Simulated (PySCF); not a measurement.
## WC: from constants to spectrum

ROHF-CCSD(T) constants of WC, ³Δ (triplet), unpaired electrons σ ↑, δ ↑ (basis W def2-TZVPPD with ECP60, C def2-TZVPPD; scalar-relativistic core potentials; PySCF 2.14; masses 183.9509 and 12.0000 u):

- ωe: 962.2 cm⁻¹
- ωexe: 5.76 cm⁻¹
- Be: 0.50428 cm⁻¹
- αe: 0.00398 cm⁻¹

(1) What force constant and bond length do these constants imply?

(2) Estimate the centrifugal constant D from the Kratzer relation and find the Dunham coefficient a1.

Correlated steps freeze 1 core orbital. De is left out where the level can put another filling of the metal’s s and d shells below the measured ground configuration, by anything from nothing to about 1 eV. These are scalar-relativistic numbers at best; spin–orbit coupling would shift them, the dissociation energy most. The state is the lowest single determinant that the PBE0 search found; with open d or f shells the true ground state can be another one.

Answers

(1) Reduced mass μred = 11.265 u; k = 5.8918×10⁻⁷·μred·ωe² (u, cm⁻¹, mdyn/Å) = 6.14 mdyn/Å; Re = √(16.8576/(μred·Be)) (u, cm⁻¹, Å) = 1.723 Å.

(2) D = 4Be³/ωe² = 5.54e-07 cm⁻¹; a1 = −1 − αeωe/(6Be²) = -3.51.
